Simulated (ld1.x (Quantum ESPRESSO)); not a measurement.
u(r) = r·R(r): atom against pseudo-atom (silicon)

Columns: radius, all-electron u(r) and pseudo u(r) of the 2p shell (level -116.93 eV) of silicon in the configuration [He] 2s2 2p6 3s2 3p0; BLYP, scalar-relativistic, TM scheme, ld1.x (Quantum ESPRESSO) 7.5.

```csv
r (bohr),all-electron,pseudo
0.042,0.1159,0.0425
0.085,0.3565,0.1683
0.128,0.6157,0.3603
0.170,0.8410,0.5871
0.212,1.0219,0.8236
0.255,1.1578,1.0464
0.298,1.2470,1.2252
0.340,1.2952,1.3434
0.382,1.3115,1.4027
0.425,1.3022,1.4087
0.467,1.2737,1.3733
0.510,1.2300,1.3093
0.552,1.1773,1.2326
0.595,1.1166,1.1496
0.638,1.0518,1.0683
0.680,0.9866,0.9933
0.722,0.9212,0.9231
0.765,0.8552,0.8554
0.807,0.7924,0.7924
0.850,0.7307,0.7307
0.892,0.6732,0.6732
0.935,0.6176,0.6176
0.977,0.5665,0.5665
1.020,0.5175,0.5175
1.062,0.4730,0.4730
1.105,0.4307,0.4307
```

**Question.** How many radial nodes do the two functions have?

**Answer.** The all-electron 2p function has n − l − 1 = 0; the pseudo-wave has 0.

**Question.** At about which radius was the pseudo-wave matched?

**Answer.** 0.85 bohr. The columns agree to 0.0005 from 0.77 bohr on; several derivatives are matched, so the curves merge somewhat inside the radius.

**Question.** Is the pseudo-wave norm-conserving?

**Answer.** Yes: the TM scheme keeps the norm inside the radius equal to the all-electron one, which fixes the energy derivative of the logarithmic derivative at the level.
